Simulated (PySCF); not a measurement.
# Which determinant of BiCl lies lowest?

Unrestricted PBE0; PySCF, scalar-relativistic core potentials, basis sets Bi cc-pVTZ-PP with ECP60, Cl cc-pV(T+d)Z. Outer shells of the fragments: Bi 5d10 6s2 6p3; Cl 3s2 3p5.

Followed along the bond (rough minima from three points):

| 2Ms+1 | unpaired | ⟨S²⟩ at the start | R at minimum (Å) | Te (eV) |
| --- | --- | --- | --- | --- |
| 3 | π ↑↑ | 2.00 | 2.45 | 0.00 |
| 1 | π ↑↓ | 1.01 | 2.45 | 0.31 |
| 1 | none | 0.00 | 2.44 | 1.16 |
| 5 | σ ↑, π ↑↑↑ | 6.01 | none in the scan | ≤ 4.39 |

Solutions found at the starting distance of 2.430 Å, counted from the lowest of them; the search is not exhaustive and high or unbound solutions are not listed, so other states can lie among these:

| 2Ms+1 | unpaired | term | E (eV) | ⟨S²⟩ | ⟨Lz²⟩ | μ (D) |
| --- | --- | --- | --- | --- | --- | --- |
| 3 | π ↑↑ | ³Σ⁻ | 0.00 | 2.00 | 0.00 | -2.93 |
| 1 | π ↑↓ | mixed | 0.31 | 1.01 | 2.02 | -2.86 |
| 1 | none | mixed | 1.16 | 0.00 | 2.01 | -2.67 |
| 3 | σ ↑, π ↑ | ³Π | 2.63 | 2.01 | 1.01 | -2.44 |
| 1 | σ ↓, π ↑ | mixed | 2.89 | 1.01 | 1.01 | -2.32 |
| 3 | π ↑↑ | mixed | 4.99 | 2.01 | 2.02 | 2.61 |
| 3 | σ ↑, π ↑ | ³Π | 5.20 | 2.01 | 1.01 | 0.86 |
| 1 | σ ↓, π ↑ | mixed | 5.35 | 1.01 | 1.01 | 1.00 |
| 5 | σ ↑, π ↑↑↑ | ⁵Π | 5.42 | 6.01 | 1.01 | 2.57 |
| 5 | σ ↑↑, π ↑↑ | ⁵Σ⁻ | 5.43 | 6.01 | 0.00 | 0.94 |
| 3 | σ ↑, π ↑↑↓ | mixed | 6.02 | 3.01 | 3.03 | 2.65 |
| 1 | σ ↓↓, π ↑↑ | mixed | 6.29 | 2.01 | 0.00 | 1.34 |

A term symbol is given only where ⟨S²⟩ and ⟨Lz²⟩ are close to those of a pure state; real π, δ and φ orbitals otherwise mix terms. A positive dipole means Bi(−)Cl(+).

Spin–orbit coupling is left out, which matters for elements this heavy, above all for dissociation energies. Counting both spins, an empty level lies below a filled one in some of these solutions, because spin and occupation are held.
